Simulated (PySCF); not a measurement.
Simulated characterisation data

- PBE0/pcSseg-1 with gauge-including orbitals
- GFN2-xTB structure
- program: PySCF
- fast rotation and ring inversion assumed for equivalent nuclei, no solvent model, single conformer, no relativistic terms

δ = σ(ref) − σ, references computed at the same level: ¹H, ¹³C against TMS. Splittings of carbon signals by F and P are missing where no couplings were computed. Where no couplings were computed, multiplicities follow the n + 1 count of equivalent neighbours, and m marks all less simple cases (inequivalent or close neighbours, rings, F or P nearby). Shifts are as computed. Against solution values, carbons near 30 ppm lie about +3 ppm off and those near 130 ppm about +5 ppm. Of 1211 compounds with measured shifts, 218 miss one by over three times the rms of a fit or turn the order of signals round; such compounds aren't used in these exercises.

**1.** SMILES FC(F)(F)Cn1cccc1, C$_{6}$H$_{6}$F$_{3}$N. ¹H NMR (600 MHz, computed): δ 6.65 (m, 2H), 6.51 (m, 2H), 4.30 (m, 2H). ¹³C{¹H} NMR (computed): δ 132.7 (C), 125.4 (CH), 116.2 (CH), 55.2 (CH2).

**2.** SMILES C1=CC(c2ccccn2)=C[SiH2]1, C$_{9}$H$_{9}$NSi. ¹H NMR (600 MHz, computed): δ 9.10 (d, 1H), 9.01 (d, 1H), 8.20 (d, 1H), 7.99 (m, 1H), 7.32 (m, 1H), 6.91 (t, 1H), 6.40 (m, 1H), 4.90 (m, 2H). ¹³C{¹H} NMR (computed): δ 165.9, 159.7, 158.2, 154.7, 142.1, 133.2, 129.5, 127.4, 126.3.

**3.** `CC/C=C(\C#N)C(F)(F)F`, C$_{6}$H$_{6}$F$_{3}$N. ¹H NMR (600 MHz, computed): δ 7.41 (m, 1H), 2.70 (m, 2H), 1.23 (t, 3H). ¹³C{¹H} NMR (computed): δ 168.3 (CH), 130.8 (C), 117.3 (C), 112.5 (C), 30.6 (CH2), 15.0 (CH3).
